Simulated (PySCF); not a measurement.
**C₆ coefficients of unlike pairs at HSE06**

Calculated with PySCF 2.14 from the dipole response of each species, C₆(A,B) = (3/π) ∫ α_A(iu) α_B(iu) du, in atomic units, from isotropic polarisabilities. For ions this is the dispersion term alone; charge-induced terms of lower order in 1/R come first.

```json
{"species": "I³⁺", "configuration": "[Kr] 4d10 5s2 5p2 (3P)", "basis": "x2c-TZVPPall with one added diffuse shell each of s, p, d, f type (9s7p5d3f)", "relativity": "spin-free X2C", "α (bohr³)": "10.13", "C₆ (like pair)": "57.26"}
{"species": "Mg⁺", "configuration": "[Ne] 3s1 (2S)", "basis": "dyall-acv3z (20s13p7d4f)", "relativity": "none", "α (bohr³)": "34.42", "C₆ (like pair)": "150.2"}
{"species": "C²⁺", "configuration": "[He] 2s2 (1S)", "basis": "aug-cc-pVQZ (6s5p4d3f2g)", "relativity": "none", "α (bohr³)": "4.300", "C₆ (like pair)": "6.666"}
{"species": "F", "configuration": "[He] 2s2 2p5 (2P)", "basis": "aug-cc-pVTZ with one added diffuse shell each of s, p, d, f type (6s5p4d3f)", "relativity": "none", "α (bohr³)": "3.863", "C₆ (like pair)": "10.29"}
```

(1) Estimate C₆ for F with Mg⁺.

No spin-orbit coupling is included.

The other pairs:

| pair | C₆ |
| --- | --- |
| F, C²⁺ | 7.861 |
| F, I³⁺ | 24.14 |
| C²⁺, I³⁺ | 19.04 |
| C²⁺, Mg⁺ | 28.05 |
| Mg⁺, I³⁺ | 73.51 |

Answers

(1) The integral gives 29.21. The combination rule 2 C_A C_B / (C_A α_B/α_A + C_B α_A/α_B) gives 28.47 and the geometric mean 39.31.
